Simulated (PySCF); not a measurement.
Two-component Hartree-Fock for As²⁺ (arsenic, charge +2)

Start: [Ar] 3d10 4s2 4p1; 4p1/2 filled at m_j = +1/2. Calculated with PySCF 2.14 in x2c-SVPall-2c (5s6p3d, 38 functions): generalised Hartree-Fock with the X2C-1e Hamiltonian and a Gaussian nucleus; one run each with spin-orbit coupling (SO) switched off, then screened by Boettger's factors.

```csv
spinor shell,electrons,"ε, spin-free (eV)","ε, screened SO (eV)",weight of nominal j (screened SO),"rms radius, screened SO (bohr)"
1s1/2,2,-11962.1,-11961.9,1.000,0.0525
2s1/2,2,-1593.2,-1593.0,1.000,0.219
2p1/2,2,-1395.2,-1420.3,1.000,0.194
2p3/2,4,-1395.2,-1382.9,1.000,0.197
3s1/2,2,-246.89,-246.79,1.000,0.640
3p1/2,2,-183.14,-186.88,1.000,0.660
3p3/2,4,-183.14,-181.18,1.000,0.671
3d3/2,4,-78.023,-78.456,0.998,0.746
3d5/2,6,-78.023,-77.592,0.999,0.748
4s1/2,2,-37.589,-37.542,0.997,1.98
4p1/2,1,-27.849,-28.088,0.983,2.33
```

```tsv
quantity	spin-free	screened SO
E (hartree)	-2257.60971	-2257.69526
M_J	1/2	1/2
⟨J²⟩	1.050	0.814
⟨L²⟩	2.035	2.035
⟨S²⟩	0.762	0.763
```

Each row is a mean over spinors that exchange with the open shell spreads, by up to 0.674 eV (3p1/2).

⟨J²⟩ departs a little from M_J(M_J + 1) because the unrestricted spinors polarise the closed shells.

Without spin-orbit coupling the j labels of p, d and f shells carry no meaning; the spin-free column gives the mean over the occupied spinors of each nl shell, and its ⟨J²⟩ belongs to a mixture of degenerate components.
